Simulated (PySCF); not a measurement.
Cartesian coordinates (Å):
SMILES: C[CH2][In]([O]C)[O]C
```xyz
18

C      3.1499    -0.7623    -0.3203
C      2.4053     0.5666    -0.2303
In     0.2772     0.3765    -0.0465
O     -0.5868    -1.4226     0.0383
C     -1.9440    -1.7373     0.0667
O     -0.9822     1.9212     0.0518
C     -2.3584     1.8912     0.2743
H      2.9848    -1.3889     0.5685
H      4.2361    -0.5982    -0.4099
H      2.8344    -1.3539    -1.1923
H      2.5836     1.1923    -1.1176
H      2.7365     1.1587     0.6359
H     -2.0686    -2.8136     0.2853
H     -2.4517    -1.5476    -0.9001
H     -2.5123    -1.1861     0.8416
H     -2.6206     1.6230     1.3171
H     -2.7826     2.8944     0.0873
H     -2.9005     1.1865    -0.3858
```
Charge 0, spin multiplicity 1.

Task: Estimate the S1 oscillator strength, LUMO and HOMO–LUMO gap that CAM-B3LYP-D3(BJ)/def2-TZVP // CAM-B3LYP-D3(BJ)/def2-SVP (PySCF) returns for this input.

Result: 
```json
{
 "S1 oscillator strength": "0.001",
 "LUMO": "-0.06 eV",
 "HOMO–LUMO gap": "8.43 eV"
}
```
